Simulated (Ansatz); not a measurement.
One change: `CB(C)O` becomes `CB(O)CO`.

Ansatz, PBE0-D4/def2-TZVP geometries, multiplicity 1. Each molecule was computed in one conformer, which needn't be the lowest.

```csv
property,`CB(C)O`
HOMO–LUMO gap (PBE/def2-TZVPP) / eV,6.63
HOMO energy (ωB97M-V/def2-TZVPP) / eV,-10.74
HOMO–LUMO gap (B3LYP/def2-TZVPP) / eV,8.55
size of the dipole moment (PBE/def2-TZVPP) / D,1.34
HOMO–LUMO gap (PBE0/def2-TZVPP) / eV,9.10
size of the dipole moment (ωB97M-V/def2-TZVPP) / D,1.41
```

(1) Give the same properties after the change, and the shifts. (Best estimate.)

## Answers

(1) Ansatz gave: 
| property | `CB(O)CO` | shift |
| --- | --- | --- |
| HOMO–LUMO gap (PBE/def2-TZVPP) / eV | 5.14 | -1.49 |
| HOMO energy (ωB97M-V/def2-TZVPP) / eV | -9.80 | 0.94 |
| HOMO–LUMO gap (B3LYP/def2-TZVPP) / eV | 7.28 | -1.27 |
| size of the dipole moment (PBE/def2-TZVPP) / D | 2.68 | 1.34 |
| HOMO–LUMO gap (PBE0/def2-TZVPP) / eV | 7.79 | -1.31 |
| size of the dipole moment (ωB97M-V/def2-TZVPP) / D | 2.80 | 1.39 |

With PBE0 the HOMO rises by 1.03 eV and the LUMO falls by 0.28 eV, so the gap narrows by about 1.31 eV. PBE moves the HOMO by 1.21 eV and ωB97M-V by 0.94 eV. Dipoles are sizes alone; their direction can turn.

B3LYP here is the variant with VWN-RPA as its local correlation; programs differ in this.
